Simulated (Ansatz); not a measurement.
Molecule: C3H10N (charge +1, singlet). It need not be the lowest isomer of its formula. 
Coordinates optimised at B3LYP-D3(BJ)/def2-TZVP (Ansatz, an electronic-structure program):
```
N
H 1 1.0227
H 1 1.0227 2 105.71
C 1 1.5000 2 109.48 3 -117.83
H 4 1.0865 1 108.45 2 -62.43
H 4 1.0865 5 110.21 1 118.58
H 4 1.0870 5 110.34 6 122.11
C 1 1.5158 2 108.58 3 116.35
H 8 1.0890 1 106.06 2 65.10
H 8 1.0890 9 108.57 1 -113.60
C 8 1.5136 9 112.40 10 -124.98
H 11 1.0895 8 108.91 9 61.43
H 11 1.0915 12 107.49 8 -121.35
H 11 1.0915 12 107.49 13 -117.30
```
Charge +1, spin multiplicity 1.

Basis-set convergence of Hartree-Fock and MP2 correlation energies (hartree) with Ansatz. Correlated levels leave the core frozen unless marked. No spin-orbit coupling. Non-relativistic.

```
basis    functions       E(HF)  E(corr, MP2)
-------  ---------  ----------  ------------
cc-pVDZ        106  -173.67249      -0.60588
cc-pVTZ        260         ___           ___
```

Q: Some entries are withheld; supply them.

A: 
- cc-pVTZ, E(HF): -173.72422
- cc-pVTZ, E(corr, MP2): -0.74274
